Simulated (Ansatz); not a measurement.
This Ansatz (an electronic-structure program) input (r2SCAN/def2-SVPD) gives -2024.38226 Eh with 61 basis functions. A basis named .json is the Basis Set Exchange file of that set (core-valence sets with the plain set on hydrogen).

Ansatz 0.2 input:
```yaml
crystal:
  periodic: [false, false, false]
  atoms:
    - {symbol: Ga, position_ang: [-0.00000000, -0.00000000, -0.40510264]}
    - {symbol: F, position_ang: [0.00000000, 0.00000000, 1.39535353]}
basis:
  gaussian:
    orbitals: def2-SVPD
hamiltonian:
  xc: {name: r2SCAN}
magnetization: {spin_polarized: false}
```

Change:
```diff
- orbitals: def2-SVPD
+ orbitals: def2-QZVP.json
```

What does the run give now?

-2024.79112 Eh (r2SCAN/def2-QZVP, 132 functions), a change of -408.86 mEh.
